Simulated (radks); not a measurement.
Results of a calculation; reference values are marked as such.
Q: Tc XXXI, 13 electrons, occupied as [Ne] 3s2 3p1 (the NIST ground configuration). Level of theory: non-relativistic Kohn-Sham, LB94 model potential, spin-polarised, spherical densities, point nucleus; open shells are filled with parallel spins first (spin-orbit coupling, left out, can overturn this in heavy ions); relativity is left out, which matters for an element this heavy (a radial shooting solver on a logarithmic mesh with Libxc functionals). Some entries of the table are withheld. Estimate them.

orbital  occ.  eigenvalue (eV)  <1/r> (bohr^-1)  <r^2> (bohr^2)
1s down     1        -22026.13            42.53        0.001674
1s up       1        -22025.98            42.53        0.001674
2s down     1        -4401.446            9.741         0.02708
2s up       1        -4401.373            9.749         0.02706
2p up       3        -4201.966            9.738         0.02046
2p down     3        -4200.876            9.732         0.02048
3s up       1        -1736.709            3.962          0.1550
3s down     1        -1732.068            3.973          0.1547
3p up       1        -1668.255            3.928          0.1436
3p down     0        -1664.489            3.943          0.1431
3d up       0        -1568.029              (1)          0.1099
3d down     0        -1567.009              (2)          0.1091
4s up       0        -931.2329            2.154          0.5246
4s down     0        -928.9532            2.151          0.5259

A: 
(1) 3d up <1/r> (bohr^-1): 3.821
(2) 3d down <1/r> (bohr^-1): 3.833
